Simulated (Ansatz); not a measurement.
Total energies of `C1[SiH2]O[SiH2]1`.

```xyz
10

C    -0.295   -0.983   -0.055
Si   -1.076    0.731    0.056
O     0.436    1.453    0.081
Si    1.301    0.021   -0.014
H    -0.466   -1.638    0.800
H    -0.486   -1.532   -0.978
H    -1.872    1.158   -1.123
H    -1.844    1.014    1.295
H     2.136   -0.039   -1.241
H     2.164   -0.183    1.178
```

Total charge 0; spin multiplicity 1. The structure was optimised at the PBE0-D4/def2-TZVP level. Basis def2-TZVPP, Ansatz 0.2.0.

RPA on PBE orbitals: Hartree–Fock energy of these orbitals -694.18761 Eh, correlation -1.10884 Eh (frozen core).

| functional | kind | energy without D4 (Eh) | D4 term (kJ/mol) |
| --- | --- | --- | --- |
| LDA (SPW92) | LDA | -692.80859 | – |
| PBE | GGA | -695.62120 | -22.1 |
| revPBE | GGA | -695.90084 | -65.8 |
| BLYP | GGA | -696.01687 | -48.9 |
| r2SCAN | meta-GGA | -695.95393 | -5.1 |
| B97M-V | meta-GGA with VV10 | -695.90062 | – |
| PBE0 | global hybrid, 25 % exact exchange | -695.69070 | -18.5 |
| B3LYP | global hybrid, 20 % | -696.11328 | -36.0 |
| r2SCANh | meta-GGA hybrid, 10 % | -695.94541 | -5.5 |
| r2SCAN0 | meta-GGA hybrid, 25 % | -695.93360 | -6.1 |
| HSE06 (plane-wave form) | screened hybrid | -695.67142 | -17.3 |
| BHLYP | global hybrid, 50 % | -696.00915 | -28.5 |
| CAM-B3LYP | range-separated hybrid | -696.03331 | -18.8 |
| LC-ωPBE | long-range corrected hybrid | -695.81858 | – |
| ωB97X-V | range-separated hybrid GGA with VV10 | -695.94215 | – |
| ωB97M-V | range-separated hybrid meta-GGA with VV10 | -695.97842 | – |
| B2PLYP | double hybrid | -695.74005 | – |
| PBE-QIDH | double hybrid | -695.51013 | – |

B3LYP takes the VWN-RPA correlation (the form of Gaussian; ORCA's B3LYP/G). HSE06 is the plane-wave form, built on full-range PBE exchange. The double hybrids freeze the cores in their second-order part.

LC-ωPBE has ω = 0.4 bohr⁻¹.
